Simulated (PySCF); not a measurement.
SMILES COC(=O)[SiH2][SiH2]O (C2H8O3Si2) (GFN2-xTB optimised geometry):

```
15

C      2.441    -1.842     0.124
O      1.023    -1.676     0.119
C      0.516    -0.457     0.000
O      1.195     0.548    -0.104
Si    -1.412    -0.457     0.000
Si    -1.978     1.789     0.000
O     -0.650     2.669    -0.290
H      2.921    -0.923    -0.217
H      2.677    -2.669    -0.543
H      2.765    -2.075     1.138
H     -1.750    -1.270    -1.174
H     -1.760    -1.269     1.170
H     -2.536     2.216     1.290
H     -2.921     2.152    -1.061
H      0.217     2.251    -0.250
```

Level of theory: PBE/def2-TZVP (PySCF).

Problem. What are the frontier orbital energies and the dipole moment?

Solution. HOMO-2 -7.17 eV, HOMO-1 -6.87 eV, HOMO -6.52 eV, LUMO -1.95 eV, LUMO+1 -1.52 eV; dipole moment 3.06 D.

Meta-Löwdin charges at PBE/def2-TZVP: C1 -0.17, O2 -0.28, C3 0.30, O4 -0.44, Si5 0.23, Si6 0.64, O7 -0.74, H8 0.14, H9 0.14, H10 0.13, H11 -0.05, H12 -0.05, H13 -0.10, H14 -0.10, H15 0.35.
